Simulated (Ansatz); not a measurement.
Species: F4Sn, SMILES `[F][Sn]([F])([F])[F]` (charge 0, multiplicity 1), formula F4Sn.

How many basis functions does frozen-core CCSD(T)/def2-TZVPP // PBE0-D4/def2-TZVP (Ansatz, an electronic-structure program) use, how many core orbitals are frozen, and how many electrons are correlated?

174 basis functions and 8 frozen orbitals, which leaves 42 correlated electrons (filled d shells below the valence shell are correlated). Core time is of the order of minutes.
